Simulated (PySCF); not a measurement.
Gas-phase equilibrium of 1 mol AsH3, 0.39 mol H2 at 2500 K and 0.00100 bar, among 7 species (As, AsH3, As2, H, H2, As4, AsH2). Only gases are allowed; each row takes one source of thermochemistry for all species, and Cantera finds the minimum.

Computed with PySCF and rigid-rotor harmonic-oscillator thermochemistry at 1 bar. † marks an energy on the PBE0/def2-TZVP geometry and frequencies; other levels use their own. CCSD(T) freezes the core. Open shells (unrestricted) among the columns below: As (multiplicity 4), H (multiplicity 2), AsH2 (multiplicity 2); the rest are closed-shell singlets. B3LYP is the form with VWN-RPA correlation. As: all electrons, no relativistic terms. AsH2: computed as isolated molecules; such fragments, hydroxides, amides, oligomers or adducts are transient or little studied in the gas. CCSD(T) isn't extrapolated to the basis-set limit. The harmonic model lacks anharmonicity and excited electronic states, which grow with temperature; levels with a mode under 35 cm⁻¹ are left out.

Molecules larger than those listed are left out.

Mole fractions:

| thermochemistry | x H | x H2 | x As | x As2 | x AsH2 |
|---|---|---|---|---|---|
| B3LYP/def2-TZVP† | 0.44 | 0.30 | 0.25 | 0.0095 | 1.7e-6 |
| CCSD(T)/def2-SVP† | 0.60 | 0.15 | 0.24 | 0.00011 | 1.1e-7 |
| CCSD(T)/def2-TZVPP† | 0.48 | 0.26 | 0.26 | 0.0016 | 4.8e-7 |
| HF/def2-TZVP† | 0.79 | 0.0046 | 0.21 | 5.4e-10 | 1.5e-10 |
| PBE/def2-SVP | 0.62 | 0.15 | 0.21 | 0.019 | 1.5e-6 |
| ωB97M-V/def2-TZVP† | 0.48 | 0.26 | 0.26 | 0.0023 | 1.2e-6 |
The most sensitive of these is As2: it spans a factor of 10^7.5 over these rows; at this temperature one factor of ten is RT ln 10 = 48 kJ/mol.
